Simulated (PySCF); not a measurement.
C₂H₉NO₂Si₂.
Z-matrix (Å and degrees, PBE0-D3(BJ)/def2-SVP geometry), rows numbered from 1:
```
C 
C   1  1.5062
O   2  1.2206  1  123.35
N   2  1.3630  1  117.97  3   179.52
Si  4  1.7655  2  114.73  1  -178.69
O   5  1.6609  4  102.47  2   178.93
Si  6  1.6557  5  146.13  4   171.84
H   1  1.1005  2  110.98  3   127.62
H   1  1.1011  2  110.05  3  -113.21
H   1  1.0958  2  109.07  3     6.59
H   4  1.0131  2  121.17  1     0.25
H   5  1.4858  4  111.39  2    61.85
H   5  1.4866  4  111.47  2   -64.02
H   7  1.4941  6  110.50  5    67.00
H   7  1.4904  6  108.27  5  -173.28
H   7  1.4947  6  110.49  5   -53.49
```

Computed, not measured: TDDFT CAM-B3LYP/def2-SVPD, vertical, gas phase, core orbitals frozen in the response (PySCF 2.14.0, density-fitted response routines).

Kohn–Sham orbitals with the atoms that hold most of them (Löwdin shares over 4%, at most four atoms; ? is withheld):

```csv
orbital,ε (eV),atoms
HOMO-3,-10.53,"O6 31%, Si7 24%, H15 20%, H16 7%"
HOMO-2,-10.10,"O6 35%, Si7 14%, Si5 10%, H14 9%"
HOMO-1,-9.43,?
HOMO,?,"O3 66%, C2 9%, C1 9%, N4 6%"
LUMO,0.75,?
LUMO+1,1.05,"C1 18%, H11 11%, C2 9%, H8 8%"
LUMO+2,1.28,"C2 32%, O3 24%, N4 10%, C1 8%"
```

Question: Which atoms hold the HOMO-1, and with what shares?

Answer: N4 (bonded to C, Si and H) 44%; O3 (bonded to C) 24%; Si5 (bonded to N, O and 2 H) 10%; C2 (bonded to C, N and O) 8%.

Question: Give the leading atoms of the LUMO.

Answer: Si7 (bonded to O and 3 H) 26%; Si5 (bonded to N, O and 2 H) 23%; O6 (bonded to 2 Si) 10%; H16 (bonded to Si) 7%. By element: silicon 49%, oxygen 10% or more, hydrogen 7% or more.

Question: What is the HOMO energy, and the HOMO–LUMO gap?

Answer: ε(HOMO) = -9.24 eV; the gap is 9.98 eV (0.3668 hartree).

Question: The HOMO–LUMO gap is 9.98 eV. Where does the response calculation put the lowest singlet, and from which orbitals?

Answer: S1 is at 5.72 eV (f = 0.0005), 4.26 eV below the gap, made of HOMO→LUMO+2 (88%). Its leading pair isn't HOMO and LUMO; the energies of that pair differ by 10.51 eV. Without the coupling terms of the response equations the lowest excitation would equal the gap.

Next come S2 at 7.21 eV (f 0.074), HOMO-1→LUMO+2 (68%), HOMO→LUMO+1 (14%); S3 at 7.27 eV (f 0.0013), HOMO-1→LUMO+1 (60%), HOMO-1→LUMO (28%); S4 at 7.35 eV (f 0.0042), HOMO-2→LUMO (48%), HOMO-1→LUMO (22%), HOMO-1→LUMO+1 (9%); S5 at 7.37 eV (f 0.082), HOMO→LUMO+1 (58%), HOMO→LUMO (25%).

One conformer stands for the species.
